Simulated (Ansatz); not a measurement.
The same atomization along the group F, Cl, I.

Computed with Ansatz on PBE0-D4/def2-TZVP structures; ΔE is electronic, products minus reactants. CCSD(T)/CBS is the MP2 limit (def2-TZVPP, def2-QZVPP) plus CCSD(T) − MP2 in def2-TZVPP, frozen cores. This one scheme is used for every species, atoms too. Functionals use def2-TZVPP. No spin–orbit coupling; open shells (•) take unrestricted orbitals. Spin–orbit coupling would lower the free atoms: a little for Cl, F; clearly for Ge; strongly for I. Elements past krypton have def2 core potentials. Bonds to Ge, I are less sure, by a few kJ/mol each and by 10 to 20 or more in all where they break to atoms, as the def2 sets lack core-valence functions. Scalar relativity is left out up to krypton.

```json
{"reaction": "`[F][Ge]([F])([F])[F]` → Ge• + 4 F•", "revPBE-D4 (kJ/mol)": "1879", "ωB97X-V (kJ/mol)": "1927", "CCSD(T)/CBS(def2) (kJ/mol)": "1934"}
{"reaction": "`[Cl][Ge]([Cl])([Cl])[Cl]` → Ge• + 4 Cl•", "revPBE-D4 (kJ/mol)": "1389", "ωB97X-V (kJ/mol)": "1417", "CCSD(T)/CBS(def2) (kJ/mol)": "1403"}
{"reaction": "`[I][Ge]([I])([I])[I]` → Ge• + 4 I•", "revPBE-D4 (kJ/mol)": "1002", "ωB97X-V (kJ/mol)": "994", "CCSD(T)/CBS(def2) (kJ/mol)": "1043"}
```

Largest T1 diagnostic: 0.012, for `[F][Ge]([F])([F])[F]`.

For atomizations the MP2-based limit and the directly extrapolated one differ by several kJ/mol either way, and by 10 to 25 for some Ge, Se and Sn compounds, so smaller differences from it don't rank the levels.
